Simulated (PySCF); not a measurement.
## NdN: one state, many levels of theory

State: quartet, about 3.4 electrons in the 4f shell (Mulliken), real f orbitals that mix terms. Set-up: basis Nd x2c-SVPall, N x2c-SVPall; spin-free X2C with a Gaussian nucleus; PySCF 2.14. De refers to Nd (4f4 6s2) + N in their high-spin ground configurations, without counterpoise correction. The functionals are run spin-unrestricted. A positive dipole means Nd(−)N(+). Levels whose curve was spin-contaminated or gave no clean fit are not listed.

| Level | Re (Å) | ωe (cm⁻¹) | De (eV) | μ (D) | CPU s a point (SCF and correlation, without the integrals) |
| --- | --- | --- | --- | --- | --- |
| ROHF | 1.731 | 1005 | n/a | -8.12 | 10 |
| ROHF-MP2 | 1.784 | 839 | n/a | n/a | 14 |
| ROHF-SCS-MP2 | 1.783 | 848 | n/a | n/a | n/a |
| r²SCAN | 1.743 | 914 | 4.55 | -5.78 | 11 |
| M06-L | 1.729 | 930 | 4.45 | -5.86 | 16 |
| PBE0 | 1.727 | 970 | 4.28 | -6.70 | 10 |
| B97-3 | 1.731 | 969 | 4.13 | -6.87 | 11 |
| LC-ωPBE | 1.698 | 1048 | 4.52 | -6.96 | 24 |

Task: What does second-order correlation do here, going from ROHF to ROHF-MP2?

Result: ROHF-MP2 less ROHF: +5.3 pm in Re, -16.5 % in ωe. Correlation nearly always deepens the well. The bond lengthens, as in strong covalent bonds, where excitations into antibonding orbitals dominate.

Correlated steps freeze 19 core orbitals. Spin–orbit coupling is left out, which matters for elements this heavy, above all for dissociation energies. The state is the lowest single determinant that the PBE0 search found; with open d or f shells the true ground state can be another one.

The whole job (state search and all levels along the bond) took about 21 min on 2 threads of Arm Neoverse V1 (shared host), peak memory 3.1 GiB.
